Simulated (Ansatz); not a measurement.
Abridged output of a molecular run in Ansatz:

```
Functional definition: HF
965 factors; integrals over basis functions are off by at most 1.4e-3 eV
mean field evaluation 1: about -23959.2793 eV, gradient 3.2e1 eV
mean field evaluation 2: about -23959.2841 eV, gradient 3.2e1 eV
mean field evaluation 4: about -23962.1703 eV, gradient 3.3e0 eV
mean field evaluation 8: about -23962.2113 eV, gradient 1.0e-1 eV
mean field evaluation 16: about -23962.2029 eV, gradient 9.6e-1 eV
mean field -23962.21137006 eV, -880.5950256793 hartree, gradient 3.1e-6 eV, S^2 0.000000; 0 other end points of the search recorded, 0 dependent functions left out
13 core orbitals not correlated: weight in the atoms' cores, before any rotation towards them, 1.000 or more for the frozen orbitals, at most 0.000 for the correlated occupied ones
reference -23962.21137006 eV, -880.5950256793 hartree; 14, 14 occupied and 71, 71 virtual orbitals, 965 factors
second order -17.67753924 eV of doubles, -0.00000000 eV of singles
cycle   1  -18.27222316 eV  change   -5.9e-1 eV  update   1.0e-1
cycle   2  -18.75415306 eV  change   -4.8e-1 eV  update   3.2e-2
cycle   3  -18.87174564 eV  change   -1.2e-1 eV  update   1.6e-2
cycle   4  -18.86780074 eV  change    3.9e-3 eV  update   4.2e-3
cycle   5  -18.86733792 eV  change    4.6e-4 eV  update   1.7e-3
cycle   6  -18.86745234 eV  change   -1.1e-4 eV  update   4.7e-4
cycle   7  -18.86727480 eV  change    1.8e-4 eV  update   1.6e-4
cycle   8  -18.86729496 eV  change   -2.0e-5 eV  update   4.9e-5
cycle   9  -18.86729056 eV  change    4.4e-6 eV  update   1.7e-5
perturbative correction -0.64953755 eV, -0.0238700647 hartree
Total energy: -23981.72819817 eV, -881.3122558834 hartree
```

Its atoms:

Z-matrix (Å, degrees):
```
Si
Cl 1 2.036
C 1 1.802 2 122.1
N 1 1.688 2 120.8 3 -56.3
H 1 1.473 2 107.5 3 161.0
C 3 1.325 1 161.1 2 68.3
H 4 1.007 1 156.8 2 -45.3
H 6 1.081 3 120.2 1 9.6
H 6 1.085 3 121.8 1 -170.3
```

Which basis set was used?
A. def2-SVP
B. cc-pV(T+d)Z
C. def2-QZVPP
D. def2-TZVPP

A. It gives 98 functions.

Write the keys of the input that set method, charge and spin (a neutral closed shell needs none for the last two).


```yaml
correlation: {method: ccsd_t}
```
